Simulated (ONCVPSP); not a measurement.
Before and after: ONCV potential for osmium

* Element: osmium
* Generator: ONCVPSP 4.0.1
* Type: optimised norm-conserving Vanderbilt (ONCV)
* Functional: PBE
* Relativity: scalar-relativistic
* Frozen core: [Kr] 4d10 4f14 5s2
* Valence charge: 14
* Reference configuration: 5p6 5d6 6s2
* Partial waves: 6s: rc 2.70 bohr, ncon 3, nbas 7, qcut 2.4 1/bohr, 2 projectors, debl 0.6 Ha; 5p: rc 1.65 bohr, ncon 4, nbas 7, qcut 9.4 1/bohr, 2 projectors, debl 2.9 Ha; 5d: rc 2.15 bohr, ncon 4, nbas 9, qcut 8.2 1/bohr, 2 projectors, debl 0.6 Ha
* Local potential: polynomial inside 1.15 bohr (lpopt 5, dvloc0 0 Ha)
* Core correction: Teter function, fcfact 3.25, rcfact 1.05

Change: d: qcut 11.5.

Cutoffs: the cutoffs (Ha) at which the residual kinetic energy of the hardest occupied pseudo-wave falls to 1 and 0.1 mHa per electron; they do not see the model core or the augmentation charge, which bear on the density cutoff. Errors are all-electron minus pseudo energies relative to the spin-unpolarised reference configuration.

**Question.** Predict the effect on cutoff, ghosts and configuration errors.

**Answer.** The potential gets harder (26 Ha and 32 Ha → 39 Ha and 45 Ha); the bound ghosts move from s to d, s; the number of tests with a reliable result goes from 4 to 1; the range in which the d phases agree narrows (upper end at the end of the scan → 1.8). The waves are optimised to have the least kinetic energy above qcut, so the cutoff follows it (qcut²/2 in Ha).

| quantity | base | changed |
| --- | --- | --- |
| cutoff, loose | 26 Ha | 39 Ha |
| cutoff, tight | 32 Ha | 45 Ha |
| loose cutoff by channel | s 3.6 Ha, p 26 Ha, d 18 Ha | s 3.6 Ha, p 26 Ha, d 39 Ha |
| bound ghosts | s | s, d |
| GHOST(+) flags under 300 eV | s at 51.6 eV | s at 51.6 eV |
| tests with a reliable result | 4 of 4 | 1 of 4 |
| error for 5p6 5d5 6s0, meV [ΔE 55.34 eV] | -72 | -90 |
| s: phases at 2.74 bohr within 0.05 rad from the reference energy up to (Ha; the scan ends near 5) | 1.6 | 1.6 |
| p: phases at 1.68 bohr within 0.05 rad from the reference energy up to (Ha; the scan ends near 5) | to the end of the scan | to the end of the scan |
| d: phases at 2.18 bohr within 0.05 rad from the reference energy up to (Ha; the scan ends near 5) | to the end of the scan | 1.8 |
| rms error of d²Exc/dni dnj with the model core, mHa | 2.94 | 3.02 |

 A true bound ghost makes a file unfit for plane-wave use even where its test errors are small: the radial tests pick states by their node count and pass the ghost by.
